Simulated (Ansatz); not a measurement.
Molecule: CH9N2Si2, net charge -1, singlet state. It need not be the lowest isomer of its formula. Whether it binds its extra electron was not tested at this geometry. 
Coordinates optimised at B3LYP-D3(BJ)/def2-TZVP (Ansatz, an electronic-structure program):
SMILES: N[SiH2]N[SiH2][CH2-]
```xyz
14

C      2.6858     0.1496    -0.6803
Si     1.4312     0.1119     0.5496
N      0.0097    -0.8656     0.0779
Si    -1.6177    -0.3794     0.1230
N     -2.0870     1.0723    -0.7409
H      2.5153     0.5802    -1.6656
H      3.7281     0.1600    -0.3692
H      1.9875    -0.4002     1.8522
H      0.6069     1.3191     1.0235
H      0.2613    -1.6427    -0.5190
H     -2.4430    -1.4756    -0.4680
H     -2.1041    -0.1164     1.5039
H     -1.6872     1.9086    -0.3308
H     -1.8272     1.0686    -1.7205
```
Charge -1, spin multiplicity 1.

Total electronic energies in hartree. Correlated levels leave the core frozen unless marked. No spin-orbit coupling. No relativistic terms. CBS marks a two-point X^-3 extrapolation of the correlation energy; Hartree-Fock from the larger set. [CCSD(T)-MP2]/basis is that difference in the basis named.

| level | program | energy (Eh) |
|---|---|---|
| HF/6-31G* | Ansatz | -729.84477 |
| HF/cc-pV(Q+d)Z | Ansatz | -730.02711 |
| r2SCAN/def2-TZVPD | Ansatz | -732.02370 |
| PBE0/6-31G* | Ansatz | -731.57871 |
| PBE0/def2-TZVPD | Ansatz | -731.73604 |
| HSE06/def2-TZVPD | Ansatz | -731.71422 |
| LC-wPBE/def2-TZVPD | Ansatz | -731.89101 |
| B2PLYP-D4/def2-TZVPD | Ansatz + dftd4 | -731.79888 |
| MP2/cc-pV(D+d)Z | Ansatz | -730.61483 |
| SCS-MP2/6-31G | Ansatz | -730.10952 |
| CCSD/cc-pV(D+d)Z | Ansatz | -730.67946 |
| CCSD/aug-cc-pV(T+d)Z | Ansatz | -730.96046 |
| CCSD/cc-pVTZ | Ansatz | -730.92262 |
| RI-MP2/CBS(aug-cc-pV(T+d)Z,aug-cc-pV(Q+d)Z)+[CCSD(T)-MP2]/aug-cc-pV(D+d)Z | Ansatz | -731.1061 |
| RI-MP2/CBS(aug-cc-pV(T+d)Z,aug-cc-pV(Q+d)Z)+[CCSD(T)-MP2]/aug-cc-pV(T+d)Z | Ansatz | -731.1057 |

Totals of different functionals don't rank their quality; only differences between species are comparable.
